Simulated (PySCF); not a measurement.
# Static response to an electric field

C6H7P3.
Numbering: `[cH:1]1[cH:2][cH:3][c:4](-[p:5]2[pH:6][pH:7]2)[cH:8][cH:9]1` (hydrogens: H10 on C1; H11 on C2; H12 on C3; H13 on P6; H14 on P7; H15 on C8; H16 on C9)

Structure used (GFN2-xTB), in Å, numbered top down from 1:
```
atom  x, y, z in Å
C1    -2.3700   -0.1844    0.8911
C2    -1.3007   -0.2864    1.7658
C3    -0.0134   -0.4055    1.2763
C4     0.2111   -0.4114   -0.0958
P5     1.9081   -0.6413   -0.7456
P6     2.8344    1.1162    0.1408
P7     2.0574    1.1840   -1.9195
C8    -0.8654   -0.3247   -0.9713
C9    -2.1509   -0.2058   -0.4765
H10   -3.3743   -0.0858    1.2754
H11   -1.4693   -0.2729    2.8326
H12    0.8271   -0.4840    1.9534
H13    4.1355    0.7017   -0.1733
H14    3.2327    0.7793   -2.5659
H15   -0.6865   -0.3407   -2.0384
H16   -2.9834   -0.1293   -1.1605
```

Level: PBE0/def2-SVPD (PySCF), static field, nuclei fixed, core orbitals frozen in the response. The polarisability tensor in these axes (au):

```
x   174.01  15.03 -11.86
y    15.03 108.07  -6.87
z   -11.86  -6.87 145.72
```

Question: Diagonalise the tensor; give its mean and Δα, where Δα² is half the sum of the squared differences of the eigenvalues.

Answer: Principal values 104.35, 141.44 and 182.00 au; mean 142.60 au = 21.13 Å³ = 23.51 × 10⁻⁴⁰ C²·m²/J; Δα = 67.27 au (47 % of the mean).

Question: What is the dipole moment, and where does it point?

Answer: (-0.43, -0.17, 0.16) D, 0.49 D in size, pointing from the negative to the positive side. Measured along this direction, the outermost atoms are H14 and H13 at the negative end and H10 at the positive end.

Question: What are the principal values of the traceless quadrupole moment, Θ = ½Σq(3rr − r²1), about the centre of nuclear charge?

Answer: -12.18, 2.75, 9.43 D·Å. The values depend on the origin, since the dipole doesn't vanish. The electronic extent ⟨r²⟩ about the same centre is 1926 bohr², a root-mean-square distance of 2.48 Å for the 88 electrons.

Question: What depolarisation ratio follows for Rayleigh scattering of linearly polarised light, taking the static tensor?

Answer: ρ = 3Δα²/(45ᾱ² + 4Δα²) = 13574.0/(915060 + 18098.7) = 0.0145.

Question: What would n − 1 = 2πNα be for an ideal gas of these molecules at 400 K and 1 atm, electronic part alone?

Answer: N = p/kT = 1.8347 × 10¹⁹ cm⁻³, so n − 1 = 2π × N × 21.13 × 10⁻²⁴ cm³ = 2436 × 10⁻⁶ at long wavelengths, for an ideal gas.

Question: Sum over states: ᾱ = Σ f/ω², ω in Eh. What share falls to these 8 lowest TDDFT singlets (eV, f)? 4.93, 0.0002; 5.11, 0.1580; 5.27, 0.0000; 5.35, 0.0443; 5.39, 0.0033; 5.59, 0.0353; 5.60, 0.0008; 5.74, 0.0850.

Answer: They add up to 8.48 au, 5.9 % of the 142.60 au; the largest single term is 4.48 au, from the state at 5.11 eV. Terms in order: 0.01, 4.48, 0.00, 1.15, 0.08, 0.84, 0.02, 1.91 au. Higher excitations give the rest. The strengths listed sum to 0.327.

Question: Estimate the molar refractivity from the static electronic polarisability.

Answer: Lorentz–Lorenz: R = (4π/3)N_A α = 2.5225 cm³/(mol·Å³) × 21.13 Å³ = 53.3 cm³/mol, in the limit of long wavelengths.

Geometry: GFN2-xTB, one conformer, isolated molecule.

The run behind these numbers computed excited states as well. The run took 86 s of wall time (grids of density and orbitals included) on one thread, Arm Neoverse V1 (aarch64) (shared host), and the process peaked at 1.1 GiB of memory.
